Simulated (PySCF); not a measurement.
# Ionisation energy of Pr by level of theory

Pr [Xe] 4f3 6s2 [4f5/2^3, M_J = 9/2] → Pr⁺ [Xe] 4f3 6s1 [4f5/2^3 6s1/2^1, M_J = 4], as a difference of total energies. Computed with PySCF 2.14 in x2c-TZVPall-2c, with the two-component X2C-1e Hamiltonian. Correlated levels: [Ar] 3d10 frozen; the 18 highest virtual spinors dropped. "Screened" scales the spin-orbit matrix elements by Boettger's factors to mimic the two-electron term; Breit and QED terms are absent.

| method | ionisation energy (eV) | difference from reference (eV) |
| --- | --- | --- |
| GHF (spin-free) | 4.439 | -1.031 |
| GMP2 (spin-free) | 5.338 | -0.132 |
| GHF (screened spin-orbit) | 4.441 | -1.029 |
| GMP2 (screened spin-orbit) | 5.339 | -0.131 |

Reference: 5.470 eV (semi-empirical (NIST evaluation); NIST Atomic Spectra Database, ionization energies).

The spin-free rows relax to the high-spin LS determinant and lack the spin-orbit shift.

The labels give the starting determinants; with spin-orbit coupling the two ends relaxed to ⟨J²⟩ = 26.93, ⟨L²⟩ = 41.80, ⟨S²⟩ = 3.74 and ⟨J²⟩ = 23.19, ⟨L²⟩ = 41.81, ⟨S²⟩ = 5.96.

The determinant of Pr and of Pr⁺ mixes levels of different J (the jj label is only the starting occupation), so the difference between spin-free and spin-orbit rows is not the physical spin-orbit shift.
